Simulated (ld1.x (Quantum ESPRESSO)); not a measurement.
**Ni, TM semilocal: configuration errors across variants**

| Item | Value |
| --- | --- |
| Element | nickel |
| Generator | ld1.x (Quantum ESPRESSO) 7.5 |
| Type | norm-conserving Troullier–Martins (semilocal form) |
| Functional | PBEsol |
| Relativity | scalar-relativistic |
| Frozen core | [Ne] |
| Valence charge | 18 |
| Reference configuration | 3s2 3p6 3d8.5 4s1.5 4p0 |
| Partial waves | 3p (bound): rc 0.80 bohr; 3d (bound): rc 0.85 bohr; 3s (bound): rc 0.85 bohr |
| Local potential | the s channel |
| Core correction | none |

Occupied shells without a wave of their own: 4s. They enter only through the test configuration that unscreens the potential.

All-electron excitation energies from the reference (eV): (1) 3s2 3p6 3d8 4s2 4p0 1.188; (2) 3s2 3p6 3d8 4s1 4p0 10.524; (3) 3s2 3p6 3d8 4s0 4p0 27.785; (4) 3s2 3p6 3d9 4s1 4p0 -0.421; (5) 3s2 3p6 3d8 4s1 4p1 5.818; (6) 3s1 3p6 3d8 4s2 4p0 120.308; (7) 3s2 3p6 3d6 4s0 4p0 122.742.

A semilocal file is local in each channel, so a ghost entry of none says nothing of the separable form that plane-wave codes build from it.

For the base: The 4s level has no wave, so the channel is fitted at the deeper level alone: the likely source of the large errors.

The file “all radii scaled by about 1.22 (s 1.04, p 0.98, d 1.04 bohr)” misses its own reference levels by 0.4 eV. The file “all radii scaled by about 1.31 (s 1.12, p 1.04, d 1.12 bohr)” misses its own reference levels by 0.6 eV. The file “all radii scaled by about 1.37 (s 1.16, p 1.10, d 1.16 bohr)” misses its own reference levels by 0.7 eV.

Errors AE − PS in meV (a dash: test not solved or not reliable):

```csv
change,(1),(2),(3),(4),(5),(6),(7),bound ghosts
base,+64,-84,-317,-47,-59,+99,-657,none
"all radii scaled by about 0.78 (s 0.66, p 0.62, d 0.66 bohr)",+25,-28,-113,-18,-14,+25,-217,none
"all radii scaled by about 0.82 (s 0.70, p 0.66, d 0.70 bohr)",+26,-30,-119,-19,-17,+26,-235,none
"all radii scaled by about 0.91 (s 0.78, p 0.72, d 0.78 bohr)",+35,-45,-173,-26,-29,+46,-355,none
"all radii scaled by about 1.15 (s 0.98, p 0.92, d 0.98 bohr)",+143,-190,-716,-108,-138,+234,-1476,none
"all radii scaled by about 1.22 (s 1.04, p 0.98, d 1.04 bohr)",+227,-299,-1130,-171,-223,+362,-2315,none
"all radii scaled by about 1.31 (s 1.12, p 1.04, d 1.12 bohr)",+345,-456,-1718,-263,-344,+524,-3501,none
"all radii scaled by about 1.37 (s 1.16, p 1.10, d 1.16 bohr)",+392,-519,-1955,-300,-393,+587,-3975,none
```

Q: Give the same row for: all radii scaled by about 1.08 (s 0.92, p 0.86, d 0.92 bohr).

A: +104, -137, -519, -78, -99, +170, -1073; bound ghosts: none.
